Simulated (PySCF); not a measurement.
Species: C₅H₈BFO₂.
Numbering: `[F:1][C@@H:2]1[CH2:3][O:4][B:5]([CH:6]2[CH2:7][CH2:8]2)[O:9]1` (hydrogens: H10 on C2; H11, H12 on C3; H13 on C6; H14, H15 on C7; H16, H17 on C8)

Geometry (PBE0-D3(BJ)/def2-SVP, Å), atoms numbered from 1 in this order:
```
atom  x, y, z in Å
F1     2.248    1.152    1.816
C2     2.055    0.035    1.053
C3     2.378    0.336   -0.414
O4     1.120    0.488   -1.040
B5     0.161    0.085   -0.155
C6    -1.350    0.033   -0.440
C7    -2.305    0.397    0.683
C8    -2.186   -1.020    0.262
O9     0.710   -0.295    1.060
H10    2.651   -0.775    1.505
H11    2.969    1.260   -0.494
H12    2.935   -0.489   -0.888
H13   -1.668    0.310   -1.450
H14   -3.207    0.949    0.408
H15   -1.867    0.691    1.641
H16   -1.668   -1.716    0.928
H17   -3.006   -1.464   -0.309
```

The closed-shell ground state was solved at several levels (PySCF, density fitting, gas phase, non-relativistic).

| level | basis functions | HOMO (eV) | LUMO (eV) | gap (eV) | dipole (D) |
| --- | --- | --- | --- | --- | --- |
| PBE0/def2-SVPD | 253 | -8.44 | 0.40 | 8.84 | 1.57 |
| B3LYP/pcJ-1 | 323 | -8.11 | 0.61 | 8.72 | 1.60 |
| PBE0/pcSseg-1 | 193 | -8.38 | 0.85 | 9.23 | 1.60 |

What might mPW1PW91/pcSseg-1 (193 basis functions) give for the same quantities?

HOMO -8.41 eV, LUMO 0.83 eV, gap 9.24 eV, dipole 1.61 D.

How far do the dipole and the HOMO energy spread over the levels?

The dipole runs from 1.57 to 1.61 D (mean 1.60 D) and the HOMO from -8.44 to -8.11 eV.

One conformer stands for the species.
